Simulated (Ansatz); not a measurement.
A run of Ansatz (development build ahead of 0.2.0) on singlet BF3 at this shape:

```xyz
4

B     0.0000    0.0000    0.0000
F     1.4152    0.0000    0.0000
F    -0.7076    1.2256    0.0000
F    -0.7076   -1.2256    0.0000
```

Its results:

```
Converged                       : yes
Reference energy                : -323.17059 hartree
Correlation energy              : -0.64979 hartree
Total energy                    : -323.82038 hartree
Spin squared of the determinant : 0.000
```

Which input gives this output? Name the method, the orbitals and the basis set, and write the input.

RHF-MP2 in cc-pVDZ. An unrestricted run that stays on the closed shell gives the same numbers.

```yaml
crystal:
  periodic: [false, false, false]
  atoms:
    - { symbol: B, position_ang: [0.0, 0.0, 0.0] }
    - { symbol: F, position_ang: [1.4152, 0.0, 0.0] }
    - { symbol: F, position_ang: [-0.7076, 1.2256, 0.0] }
    - { symbol: F, position_ang: [-0.7076, -1.2256, 0.0] }
basis:
  gaussian: { orbitals: cc-pVDZ }
hamiltonian:
  xc: hf
correlation:
  method: mp2
  frozen_orbitals: { B: 1, F: 1 }
```
